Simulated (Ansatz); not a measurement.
Cu(NH2)2 (CuN₂H₄). Total charge 0; doublet. Geometry r2SCAN-D4/def2-TZVP; atoms count from 1.

Cartesian coordinates in Å:
```
Cu 0.000 -0.001 -0.001
N 0.851 0.969 -1.216
H 0.952 0.730 -2.194
H 1.312 1.852 -1.045
N -0.850 -0.969 1.216
H -1.313 -1.852 1.047
H -0.951 -0.727 2.193
```

No other spin state of charge 0 was run.

(1) Estimate the Mulliken populations from the PBE0/def2-TZVP orbitals of Ansatz.

(2) Where does the spin sit?

(3) And the Mayer bond orders between bonded heavy atoms (over 0.3)?

Results:

(1) 
```json
{"atom": "Cu1", "charge (e)": "0.25", "spin (α − β)": "0.30", "d electrons": "9.48"}
{"atom": "N2", "charge (e)": "-0.61", "spin (α − β)": "0.37", "d electrons": "–"}
{"atom": "H3", "charge (e)": "0.24", "spin (α − β)": "-0.01", "d electrons": "–"}
{"atom": "H4", "charge (e)": "0.24", "spin (α − β)": "-0.01", "d electrons": "–"}
{"atom": "N5", "charge (e)": "-0.61", "spin (α − β)": "0.37", "d electrons": "–"}
{"atom": "H6", "charge (e)": "0.24", "spin (α − β)": "-0.01", "d electrons": "–"}
{"atom": "H7", "charge (e)": "0.24", "spin (α − β)": "-0.01", "d electrons": "–"}
```
Mulliken values and Mayer orders depend strongly on the basis.

(2) Summed by element: Cu 0.30, N 0.75, H -0.05, of 1 unpaired in all. Largest on single atoms: N2 0.37, N5 0.37, Cu1 0.30.

(3) Cu1–N2 1.00 (1.77 Å); Cu1–N5 1.00 (1.77 Å).
